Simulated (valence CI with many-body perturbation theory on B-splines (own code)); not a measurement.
Values are calculated unless marked as measured or tabulated.
## Ladder of approximations for Sr XXIV

Method: relativistic CI+MBPT: five valence electrons over a frozen Dirac-Fock core [Ne], a basis of 9 s, 9 p, 8 d, 6 f, 3 g, 1 h functions for each j, with the one-electron correlation potential Σ1 (screened to all orders), the two-electron term Σ2, the three-electron term Σ3, Breit, model QED; selected single and double excitations, second order for the rest (own B-spline code, finite nucleus).

No measured levels were compared; by estimate levels of excited configurations hold to 0.05 to 0.15 % of their energy, terms of the ground configuration to about 0.5 %. Among the levels kept, up to 470 cm⁻¹ of a level comes from second order outside the variational space, and about a tenth of that is noise between levels of different J, which matters for small intervals.

Each rung adds one term. CI alone is the Dirac-Coulomb CI over the frozen core; QED comes last and gives the full result, which names the levels. Energies are above 3s2.3p3 4S°_3/2 on the same rung, in cm⁻¹.

Names give the largest LS component (configuration and term), which can be under half, so a name can repeat, a term be missing and a line seem to break the LS rules; names also repeat where a configuration has a term twice. Letters in brackets count levels of one name in rising energy.

```
                Level  CI alone     Σ1     Σ2     Σ3  Breit    QED     Full
      3s2.3p3 2D°_3/2     98341   +198    +40    -42  -1414   +175    97297
      3s2.3p3 2D°_5/2    133557   +241    -54   -113  -2177   +209   131663
      3s2.3p3 2P°_1/2    183360   +244   -290   -323  -1671   +172   181491
      3s2.3p3 2P°_3/2    272484   +493    +25   -221  -3851   +420   269350
        3s.3p4 4P_5/2    578814   -969   +323   +616   -252  -2371   576160
        3s.3p4 4P_3/2    643121   -876   +253   +579   -921  -2143   640013
        3s.3p4 4P_1/2    657278   -860   +175   +512   -812  -2236   654058
        3s.3p4 2D_3/2    721098   -852   -392   +382  -1529  -1647   717059
        3s.3p4 2D_5/2    758210   -717   -212   +467  -2637  -1824   753287
    3s2.3p2.3d 4F_3/2    786893  -1023  -1425   -433  -1538   -653   781821
3s2.3p2.3d 2P_3/2 [a]    815682   -808  -1157   +115  -2970   -806   810055
    3s2.3p2.3d 4F_5/2    817526   -906  -1586   -581  -2776   -212   811465
    3s.3p4 2P_1/2 [a]    820740   -793  -1453   +109  -2073  -1339   815190
    3s2.3p2.3d 2F_5/2    857857   -894  -1324   -458  -3601    -63   851518
    3s2.3p2.3d 4F_7/2    873984   -749  -1157   -464  -4552    +16   867077
    3s2.3p2.3d 4D_1/2    879533   -811  -1469   -393  -2943   -576   873342
3s2.3p2.3d 2F_7/2 [a]    886501   -764  -1324   -508  -4440     -8   879456
    3s2.3p2.3d 4D_3/2    897365   -773  -1704   -451  -3730   -312   890394
    3s2.3p2.3d 4F_9/2    911634   -626  -1168   -579  -5760    +68   903569
    3s2.3p2.3d 4D_5/2    924694   -673  -1696   -602  -4873    -19   916831
3s2.3p2.3d 2P_1/2 [a]    942610   -468  -1158    +14  -4810   -946   935242
    3s2.3p2.3d 2G_7/2    978606   -664  -1464   -876  -5290    +86   970398
        3s.3p4 2P_3/2    988381   -828  -5824   -975  -2447  -1182   977126
    3s2.3p2.3d 4P_5/2    998541   -793  -5282  -1290  -3979   -267   986928
    3s2.3p2.3d 4P_3/2   1013660   -782  -5104  -1273  -3638   -353  1002510
3s2.3p2.3d 2F_7/2 [b]   1017120   -447  -1273   -619  -6721   +225  1008290
    3s2.3p2.3d 4P_1/2   1019280   -861  -5149  -1343  -3162   -339  1008430
3s2.3p2.3d 2D_3/2 [a]   1040240   -715  -2541  -1529  -4156    -60  1031240
    3s2.3p2.3d 2G_9/2   1041640   -425  -1152   -865  -6921   +227  1032510
3s2.3p2.3d 2D_5/2 [a]   1073430   -775  -5223  -1868  -3900   -157  1061510
    3s.3p4 2P_1/2 [b]   1084850   -646  -5689   -961  -4133   -862  1072560
```

The middle columns are the shifts that each term adds.

(1) How does the ionisation energy move along the ladder, and which term matters most?

## Answers

(1) CI alone 1095.6, + Σ1 1096.3, + Σ2 1096.3, + Σ3 1096.0, + Breit 1095.6, + QED 1095.6 eV. The largest step is Σ1, 0.8 eV. NIST lists 1105 ± 4 eV (semi-empirical).
